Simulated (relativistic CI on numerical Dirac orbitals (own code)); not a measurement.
# What each ingredient does to the levels of Sm XXVI

Base calculation: Dirac-Coulomb-Breit CI, KLI orbitals optimised for each configuration, model QED, unscaled Slater integrals.

Configurations in the expansion (outside the closed core [Ar] 3d10): 4s²4p⁶4d, 4s²4p⁵4d², 4s²4p⁶4f, 4s4p⁶4d², 4s²4p⁵4d4f, 4s4p⁶4d4f, 4s²4p⁶5s, 4s²4p⁶5p, 4s²4p⁶5d, 4p⁶4d³, 4p⁵4d⁴, 4p⁵4d³4f, 4s4p⁶4f², 4s4p⁵4f³, 4p⁶4f³. Double excitations out of closed p, d and f shells are left out; levels of such configurations are missing from the list, as are those of other unlisted configurations, and high levels can miss mixing partners.

The lowest level and the first level of each name with at least 55 % of one term (blank where a level has no safe partner in the second run):

| Level | Base (cm⁻¹) | Shift (cm⁻¹) |
| --- | --- | --- |
| 4s²4p⁶4d ²D3/2 | 0 | 0 |
| 4s²4p⁶4d ²D5/2 | 55356 | -150 |
| 4s²4p⁵4d² ⁴D°1/2 | 872843 | +585 |
| 4s²4p⁵4d² ⁴D°3/2 | 877375 | +596 |
| 4s²4p⁵4d² ⁴D°7/2 | 937279 | +453 |
| 4s²4p⁵4d² ⁴G°9/2 | 939448 | +471 |
| 4s²4p⁵4d² ⁴G°11/2 | 957256 | +432 |
| 4s²4p⁵4d² ²H°11/2 | 1008249 | +370 |
| 4s²4p⁵4d² ²G°9/2 | 1042125 | +383 |
| 4s²4p⁵4d² ²P°1/2 | 1045541 | +317 |
| 4s²4p⁵4d² ²P°3/2 | 1114337 | +322 |
| 4s²4p⁶4f ²F°7/2 | 1189462 | -8 |
| 4s4p⁶4d² ⁴F3/2 | 1758141 | +4137 |
| 4s4p⁶4d² ⁴F5/2 | 1778707 | +4117 |

At this charge energies of transitions that change n are usually good to better than 1 %, and those within a shell (Δn = 0) to a few per cent.

(1) One thing was changed in a second run, which moved the levels as shown. Which?
A. P86 correlation estimate
B. QED terms removed
C. Breit term removed
D. configuration mixing switched off

Results:

(1) B. QED terms removed. QED shifts follow the density of s (and p1/2) electrons at the nucleus, so configurations move by their count of such electrons; where none moves, the smaller shifts of p3/2 electrons and of j = l + 1/2 against j = l − 1/2 set the pattern.

LS names give the leading component of a level, which can be under half, so a name can repeat, a term be missing and a line seem to break the LS rules.
